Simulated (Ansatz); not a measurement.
`NB(N)Cl` + HBr → `NB(N)Br` + HCl  (ligand exchange at a B–Cl bond)

Gas-phase electronic energies from Ansatz, PBE0-D4/def2-TZVP geometries. CCSD(T)/CBS adds triple-zeta CCSD(T) − MP2 to the extrapolated MP2 energy (def2 sets, frozen cores). This one scheme is used for every species. Functionals use def2-TZVPP. B3LYP here is the variant with VWN-RPA as its local correlation; programs differ in this. For Br outer-core shells are correlated without core-valence functions, which leaves a few kJ/mol of doubt a bond. Scalar relativity is left out up to krypton. One conformer a species, not always the lowest.

Q: Is it downhill or uphill in electronic energy at CCSD(T)/CBS, and by how much? (Estimate.)

A: The calculation gave: Uphill: ΔE = +4.6 kJ/mol.

Q: What do these levels give: B97M-V, B3LYP-D4, r2SCANh-D4, BLYP, B3LYP, r2SCAN0, CAM-B3LYP, CCSD(T)/def2-SVP, MP2/def2-TZVPP, CCSD/def2-TZVPP, HF/def2-QZVPP, SCS-MP2/def2-QZVPP? (An estimate is asked.)

A: Ansatz gave: B97M-V 11.2, B3LYP-D4 8.3, r2SCANh-D4 8.1, BLYP 10.6, B3LYP 10.0, r2SCAN0 8.0, CAM-B3LYP 10.6, CCSD(T)/def2-SVP 13.7, MP2/def2-TZVPP 3.7, CCSD/def2-TZVPP 5.7, HF/def2-QZVPP 10.0, SCS-MP2/def2-QZVPP 5.0 kJ/mol.

Largest T1 diagnostic among the species: 0.010.

At CCSD(T), def2-SVP lies +9.1 kJ/mol from the extrapolated value and def2-TZVPP +0.7 kJ/mol. Leaving LDA and LC-ωPBE aside and taking each functional with its dispersion term where it has one, the values, not all of them listed here, spread over 5.1 kJ/mol, from PBE-QIDH to B97M-V.
